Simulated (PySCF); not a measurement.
Excitations are Tamm–Dancoff values on a coarser integration grid. The basis has no diffuse functions, so Rydberg states are missing or too high.

Cartesian coordinates (Å):
```xyz
7

C     -0.9044     0.0173     0.0037
B      0.6422    -0.0120    -0.0032
B      2.0874     0.6231     0.3278
B      2.0592    -0.7040    -0.3421
H     -1.2758     1.0447    -0.0214
H     -1.2998    -0.4637     0.9018
H     -1.3089    -0.5055    -0.8666
```
Charge 0, multiplicity 1.

What S1 oscillator strength, brightest of the four lowest singlets (TDA), HOMO–LUMO gap, T1 excitation (TDA) and dipole moment does ωB97X-D3(BJ)/def2-TZVP // PBE0-D3(BJ)/def2-TZVP (PySCF 2.14.0) give?


```
Property                                      Result
-------------------------------------------  -------
S1 oscillator strength                         0.006
brightest of the four lowest singlets (TDA)  3.61 eV
HOMO–LUMO gap                                7.62 eV
T1 excitation (TDA)                          0.74 eV
dipole moment                                 1.48 D
```
